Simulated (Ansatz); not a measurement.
Reaction (redistribution): `[Br][Sn][Br]` + `[OH][Sn][F]` → `[F][Sn][Br]` + `[OH][Sn][Br]`

Gas-phase electronic energies from Ansatz, PBE0-D4/def2-TZVP geometries. CCSD(T)/CBS is the MP2 limit (def2-TZVPP, def2-QZVPP) plus CCSD(T) − MP2 in def2-TZVPP, frozen cores. DFT in def2-TZVPP. HSE06 is defined as in plane-wave codes. def2 core potentials past Kr. For Br, Sn outer-core shells are correlated without core-valence functions, which leaves a few kJ/mol of doubt a bond. Scalar relativity is left out up to krypton. One conformer a species, not always the lowest.

`[Br][Sn][Br]`:

Cartesian coordinates in Å:
```
Br -0.427 -1.936 0.219
Sn -0.880 0.448 -0.456
Br 1.307 1.488 0.238
```

`[OH][Sn][F]`:

Z-matrix (Å, degrees):
```
O
Sn 1 1.969
H 1 0.961 2 116.2
F 2 1.934 1 93.3 3 180.0
```

`[F][Sn][Br]`:

Z-matrix (Å, degrees):
```
Sn
F 1 1.936
Br 1 2.515 2 97.3
```

`[OH][Sn][Br]`:

Cartesian coordinates in Å:
```
O 0.917 0.451 -0.005
Sn -0.540 -0.680 0.701
Br -2.074 -0.272 -1.252
H 1.697 0.501 0.556
```

```json
{"level": "PBE-D4", "ΔE (kJ/mol)": "2.5", "difference from CCSD(T)/CBS": "-0.7"}
{"level": "BLYP-D4", "ΔE (kJ/mol)": "2.4", "difference from CCSD(T)/CBS": "-0.8"}
{"level": "r2SCANh-D4", "ΔE (kJ/mol)": "2.4", "difference from CCSD(T)/CBS": "-0.8"}
{"level": "HSE06-D4", "ΔE (kJ/mol)": "3.1", "difference from CCSD(T)/CBS": "-0.1"}
{"level": "BHLYP-D4", "ΔE (kJ/mol)": "3.4", "difference from CCSD(T)/CBS": "0.2"}
{"level": "CAM-B3LYP-D4", "ΔE (kJ/mol)": "1.9", "difference from CCSD(T)/CBS": "-1.3"}
{"level": "ωB97X-V", "ΔE (kJ/mol)": "1.4", "difference from CCSD(T)/CBS": "-1.8"}
{"level": "BLYP", "ΔE (kJ/mol)": "1.3", "difference from CCSD(T)/CBS": "-1.9"}
{"level": "PBE0", "ΔE (kJ/mol)": "2.5", "difference from CCSD(T)/CBS": "-0.7"}
{"level": "r2SCANh", "ΔE (kJ/mol)": "2.2", "difference from CCSD(T)/CBS": "-1.0"}
{"level": "CCSD/def2-SVP", "ΔE (kJ/mol)": "1.9", "difference from CCSD(T)/CBS": "-1.3"}
{"level": "SCS-MP2/def2-TZVPP", "ΔE (kJ/mol)": "3.3", "difference from CCSD(T)/CBS": "0.1"}
{"level": "CCSD(T)/def2-TZVPP", "ΔE (kJ/mol)": "2.9", "difference from CCSD(T)/CBS": "-0.3"}
{"level": "MP2/def2-QZVPP", "ΔE (kJ/mol)": "4.0", "difference from CCSD(T)/CBS": "0.8"}
{"level": "HF/CBS(def2)", "ΔE (kJ/mol)": "1.7", "difference from CCSD(T)/CBS": "-1.5"}
{"level": "CCSD/CBS(def2)", "ΔE (kJ/mol)": "3.2", "difference from CCSD(T)/CBS": "0.0"}
{"level": "CCSD(T)/CBS", "ΔE (kJ/mol)": "3.2", "difference from CCSD(T)/CBS": "0"}
```

Largest T1 diagnostic among the species: 0.018.

Leaving LDA and LC-ωPBE aside and taking each functional with its dispersion term where it has one, the values, not all of them listed here, spread over 2.3 kJ/mol, from B97M-V to BHLYP-D4.
